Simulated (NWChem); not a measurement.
**isocyanic acid (CHNO)**

```
C
O 1 1.1649
N 1 1.2104 2 172.97
H 3 1.0086 1 128.31 2 180.00
```
Charge 0, spin multiplicity 1.

The numbers come from NWChem runs, not from measurements. The geometry was optimised at PBE0/def2-SVP, a minimum by its harmonic frequencies.

No SCF solution was tested for a lower state.

Worked example. At TPSS/def2-TZVP the parent has a total energy of -168.78034 Ha and the doublet with one electron less, at the same geometry, -168.35871 Ha. The vertical ionisation energy is their difference.

ΔE = -168.35871 − (-168.78034) = 0.42163 Ha. Times 27.2114 eV/Ha this is 11.47 eV, or 1107 kJ/mol; λ = 1239.84/11.47 = 108.1 nm. No relaxation of the ion's geometry and no zero-point term enter.
